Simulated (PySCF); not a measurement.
Species: C7H9FSSi.
Atom-mapped SMILES: `[CH:1]#[C:2][C:3]1=[CH:4][S:5][SiH2:6][C@@H:7]([F:8])[CH2:9][CH2:10]1`

NICS is the negative of the GIAO shielding at a point without a nucleus: at the ring centre (0) and 1 Å above and below it (1); zz is the component along the ring normal. Level: GIAO PBE0/pcSseg-1 (PySCF, non-relativistic, gas phase) on the GFN2-xTB geometry, one conformer.

Ring bond lengths (Å), with Mayer bond orders in brackets: C3–C4 1.337 (1.76), C4–S5 1.767 (1.07), S5–Si6 2.151 (0.92), Si6–C7 1.922 (0.85), C7–C9 1.525 (1.02), C9–C10 1.536 (0.99), C10–C3 1.504 (1.05).

Question: Give the NICS values of each ring in ppm.

Answer: 
| ring | type | NICS(0) | NICS(1), two faces | NICS(1)zz, two faces | rms pucker (Å) | centre to ring atoms, mean (Å) |
| --- | --- | --- | --- | --- | --- | --- |
| C3–C4–S5–Si6–C7–C9–C10 | 7-membered ring with S and Si; formal bonds 1 double, 6 single | -3.3 | -3.2 / -3.6 | 1.0 / 4.1 | 0.37 | 1.80 |

Question: What do they say, and how far can they be read as aromaticity?

Answer: 
- C3–C4–S5–Si6–C7–C9–C10: mean NICS(1)zz 2.5 ppm, near zero. Si6, C7, C9, C10 have four or more neighbours, and the NICS criterion for π rings isn't applied. The two faces differ by 3.1 ppm, so no symmetry operation interchanges them.
